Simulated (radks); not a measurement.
All-electron atom: the praseodymium ion Pr+ in [Xe] 4f3 6s1. Calculated with a radial shooting solver on a logarithmic mesh with Libxc functionals: Dirac Kohn-Sham, PBE, spin-unpolarised, spherical densities, point nucleus; open shells are shared between the two j in proportion to 2j + 1.

Radial electron density D(r) = 4 pi r^2 rho(r):

r (bohr)  D(r) (e/bohr)
0.004568          30.57
0.006241          44.09
0.008459          58.87
0.01146           72.03
0.01554           79.00
0.02123           76.95
0.02877           70.59
0.03899           72.15
0.05284           87.98
0.07218           101.9
0.09783           91.35
0.1326            75.44
0.1797            84.31
0.2455            81.97
0.3327            45.96
0.4509            33.39
0.6111            38.44
0.8348            23.57
1.131             11.48
1.533             7.965
2.078             4.055
2.839             1.226
3.848            0.4501
5.214            0.1780
7.067           0.03357
9.655          0.001791

D(r) has 4 maxima, at r = 0.0168, 0.0745, 0.209, 0.582 bohr, and minima at 0.0327, 0.138, 0.423 bohr, inside which lie 2.02, 11.20, 29.07 electrons.
